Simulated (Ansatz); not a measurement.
`C[CH2][In]([OH])[Cl]` + silanol → `[OH][In]([Cl])[O][SiH3]` + ethane  (ligand exchange at the In–C bond)

Gas-phase electronic energies from Ansatz, PBE0-D4/def2-TZVP geometries. CBS: MP2 limit from def2 TZ/QZ plus the TZ coupled-cluster correction, frozen cores. This one scheme is used for every species. DFT in def2-TZVPP. B3LYP here is the variant with VWN-RPA as its local correlation; programs differ in this. def2 core potentials past Kr. For In outer-core shells are correlated without core-valence functions, which leaves a few kJ/mol of doubt a bond. One conformer a species, not always the lowest.

`C[CH2][In]([OH])[Cl]`:

Z-matrix (Å, degrees):
```
C
C 1 1.520
H 1 1.094 2 110.6
H 1 1.092 2 112.0 3 119.9
H 1 1.092 2 112.0 3 -119.9
In 2 2.149 1 113.1 3 -180.0
H 2 1.093 1 111.8 3 -59.8
H 2 1.093 1 111.8 3 59.9
Cl 6 2.335 2 119.2 1 -0.1
O 6 1.979 2 132.6 1 179.8
H 10 0.960 6 113.3 2 0.1
```

`O[SiH3]`:

Cartesian coordinates in Å:
```
O -1.028 -0.764 -0.040
Si 0.361 0.107 0.120
H -1.707 -0.421 -0.622
H 1.066 0.262 -1.182
H 1.211 -0.653 1.065
H 0.096 1.469 0.660
```

`[OH][In]([Cl])[O][SiH3]`:

Cartesian coordinates in Å:
```
O -1.779 1.281 1.276
In -1.680 -0.269 0.074
Cl -3.519 -1.477 -0.542
O 0.074 -0.812 -0.633
Si 1.591 -0.239 -0.448
H -0.909 1.663 1.423
H 1.601 0.946 0.467
H 2.472 -1.282 0.141
H 2.148 0.189 -1.758
```

`CC`:

Cartesian coordinates in Å:
```
C -0.417 0.273 -0.573
C 0.417 -0.273 0.573
H 0.175 0.924 -1.221
H -0.818 -0.532 -1.194
H -1.264 0.858 -0.207
H -0.175 -0.924 1.221
H 0.818 0.532 1.194
H 1.264 -0.858 0.207
```

| level | ΔE (kJ/mol) |
| --- | --- |
| B3LYP-D4 | -50.4 |
| BHLYP-D4 | -57.4 |
| ωB97X-V | -54.6 |
| BHLYP | -57.5 |

Q: What does CCSD(T)/CBS give? (Estimate.)

A: Ansatz gave: -52.3 kJ/mol. The listed levels differ from it by 1.9, -5.1, -2.3, -5.2 kJ/mol.

Largest T1 diagnostic among the species: 0.015.

From BLYP to BHLYP (50 % exact exchange), in def2-TZVPP and without D4, ΔE moves by −7.7 kJ/mol. In def2-TZVPP, CCSD(T) changes the Hartree–Fock value by +19.6 kJ/mol (the triples alone add +1.0 kJ/mol) and MP2 by +23.8 kJ/mol.
